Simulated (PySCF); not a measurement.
# Simulated absorption spectrum

Species: C4H6F2S2.
Structure used (GFN2-xTB), in Å, numbered top down from 1:
```xyz
14
C4H6F2S2 angstrom
F      0.3886   -1.7573   -0.8661
C     -0.1071   -1.3499    0.3470
C     -1.2165   -0.3304    0.1339
C     -0.7650    0.8628   -0.6994
F     -1.8490    1.6099   -1.0417
S      0.4028    1.9454    0.2242
C      1.7157    0.7038    0.3571
S      1.2565   -0.7208    1.3851
H     -0.4786   -2.2434    0.8590
H     -2.0404   -0.8130   -0.4003
H     -1.5803    0.0136    1.1038
H     -0.2794    0.5493   -1.6328
H      1.9903    0.3475   -0.6345
H      2.5617    1.1820    0.8425
```

Method used: PySCF 2.14.0, density-fitted response routines, TDDFT PBE0/def2-SVPD, vertical, gas phase, core orbitals frozen in the response.

Each state is given a Gaussian of 0.5 eV full width at half maximum, with ε(max) = 2.175×10⁸ f / Δν̃ (Δν̃ the width in cm⁻¹). The width is an assumption, not a result. The curve ends short of the highest state used, and states not computed would add to its high-energy end.

```json
{"E (eV)": "4.29", "ε (L mol⁻¹ cm⁻¹)": "1"}
{"E (eV)": "4.32", "ε (L mol⁻¹ cm⁻¹)": "1"}
{"E (eV)": "4.35", "ε (L mol⁻¹ cm⁻¹)": "2"}
{"E (eV)": "4.38", "ε (L mol⁻¹ cm⁻¹)": "2"}
{"E (eV)": "4.41", "ε (L mol⁻¹ cm⁻¹)": "4"}
{"E (eV)": "4.44", "ε (L mol⁻¹ cm⁻¹)": "6"}
{"E (eV)": "4.47", "ε (L mol⁻¹ cm⁻¹)": "8"}
{"E (eV)": "4.50", "ε (L mol⁻¹ cm⁻¹)": "12"}
{"E (eV)": "4.53", "ε (L mol⁻¹ cm⁻¹)": "17"}
{"E (eV)": "4.56", "ε (L mol⁻¹ cm⁻¹)": "24"}
{"E (eV)": "4.59", "ε (L mol⁻¹ cm⁻¹)": "33"}
{"E (eV)": "4.62", "ε (L mol⁻¹ cm⁻¹)": "44"}
{"E (eV)": "4.65", "ε (L mol⁻¹ cm⁻¹)": "57"}
{"E (eV)": "4.68", "ε (L mol⁻¹ cm⁻¹)": "74"}
{"E (eV)": "4.71", "ε (L mol⁻¹ cm⁻¹)": "93"}
{"E (eV)": "4.73", "ε (L mol⁻¹ cm⁻¹)": "107"}
{"E (eV)": "4.76", "ε (L mol⁻¹ cm⁻¹)": "130"}
{"E (eV)": "4.79", "ε (L mol⁻¹ cm⁻¹)": "156"}
{"E (eV)": "4.82", "ε (L mol⁻¹ cm⁻¹)": "182"}
{"E (eV)": "4.85", "ε (L mol⁻¹ cm⁻¹)": "209"}
{"E (eV)": "4.88", "ε (L mol⁻¹ cm⁻¹)": "235"}
{"E (eV)": "4.91", "ε (L mol⁻¹ cm⁻¹)": "260"}
{"E (eV)": "4.94", "ε (L mol⁻¹ cm⁻¹)": "281"}
{"E (eV)": "4.97", "ε (L mol⁻¹ cm⁻¹)": "299"}
{"E (eV)": "5.00", "ε (L mol⁻¹ cm⁻¹)": "312"}
{"E (eV)": "5.03", "ε (L mol⁻¹ cm⁻¹)": "319"}
{"E (eV)": "5.06", "ε (L mol⁻¹ cm⁻¹)": "321"}
{"E (eV)": "5.09", "ε (L mol⁻¹ cm⁻¹)": "318"}
{"E (eV)": "5.12", "ε (L mol⁻¹ cm⁻¹)": "309"}
{"E (eV)": "5.15", "ε (L mol⁻¹ cm⁻¹)": "297"}
{"E (eV)": "5.18", "ε (L mol⁻¹ cm⁻¹)": "282"}
{"E (eV)": "5.21", "ε (L mol⁻¹ cm⁻¹)": "265"}
{"E (eV)": "5.24", "ε (L mol⁻¹ cm⁻¹)": "247"}
{"E (eV)": "5.27", "ε (L mol⁻¹ cm⁻¹)": "230"}
{"E (eV)": "5.30", "ε (L mol⁻¹ cm⁻¹)": "213"}
{"E (eV)": "5.33", "ε (L mol⁻¹ cm⁻¹)": "199"}
{"E (eV)": "5.36", "ε (L mol⁻¹ cm⁻¹)": "186"}
{"E (eV)": "5.39", "ε (L mol⁻¹ cm⁻¹)": "176"}
{"E (eV)": "5.42", "ε (L mol⁻¹ cm⁻¹)": "167"}
{"E (eV)": "5.44", "ε (L mol⁻¹ cm⁻¹)": "163"}
{"E (eV)": "5.47", "ε (L mol⁻¹ cm⁻¹)": "158"}
{"E (eV)": "5.50", "ε (L mol⁻¹ cm⁻¹)": "154"}
{"E (eV)": "5.53", "ε (L mol⁻¹ cm⁻¹)": "152"}
{"E (eV)": "5.56", "ε (L mol⁻¹ cm⁻¹)": "152"}
{"E (eV)": "5.59", "ε (L mol⁻¹ cm⁻¹)": "154"}
{"E (eV)": "5.62", "ε (L mol⁻¹ cm⁻¹)": "160"}
{"E (eV)": "5.65", "ε (L mol⁻¹ cm⁻¹)": "170"}
{"E (eV)": "5.68", "ε (L mol⁻¹ cm⁻¹)": "187"}
{"E (eV)": "5.71", "ε (L mol⁻¹ cm⁻¹)": "213"}
{"E (eV)": "5.74", "ε (L mol⁻¹ cm⁻¹)": "250"}
{"E (eV)": "5.77", "ε (L mol⁻¹ cm⁻¹)": "301"}
{"E (eV)": "5.80", "ε (L mol⁻¹ cm⁻¹)": "368"}
{"E (eV)": "5.83", "ε (L mol⁻¹ cm⁻¹)": "452"}
{"E (eV)": "5.86", "ε (L mol⁻¹ cm⁻¹)": "558"}
{"E (eV)": "5.89", "ε (L mol⁻¹ cm⁻¹)": "684"}
{"E (eV)": "5.92", "ε (L mol⁻¹ cm⁻¹)": "833"}
```

Q: Locate the maxima and give the states behind the curve.

A: 245 nm (5.06 eV), ε about 320, made up of S1 (97%) (ε in L mol⁻¹ cm⁻¹; maxima over ε = 5, shares over 10%). At its high-energy end, 5.92 eV, the curve is still rising (ε about 830, from S4). The states used: S1 5.04 eV (f 0.0058); S2 5.53 eV (f 0.0021); S3 5.98 eV (f 0.0006); S4 6.20 eV (f 0.030); S5 6.39 eV (f 0.013); S6 6.52 eV (f 0.045).

Q: On this curve, what absorbance would a 10⁻³ mol/L sample give at 254 nm over a 1 cm path?

A: 254 nm is 4.881 eV, where ε is about 240 L mol⁻¹ cm⁻¹, so A = ε c l ≈ 0.24 (Beer–Lambert, with the gas-phase spectrum and the assumed width).

Q: What would ε be at 5.06 eV, the highest of these maxima, with half the width (0.25 eV)?

A: About 615 L mol⁻¹ cm⁻¹ against 321, a factor of about 1.9; a lone state at its own centre would give exactly 2.

Q: Coming from long wavelengths, where does ε first pass 100 L mol⁻¹ cm⁻¹?

A: At about 263 nm (4.72 eV), 0.32 eV below S1.

The run took 72 s wall on Arm Neoverse N1, one thread (shared host), and the process peaked at 0.91 GiB of memory.

One conformer stands for the species.
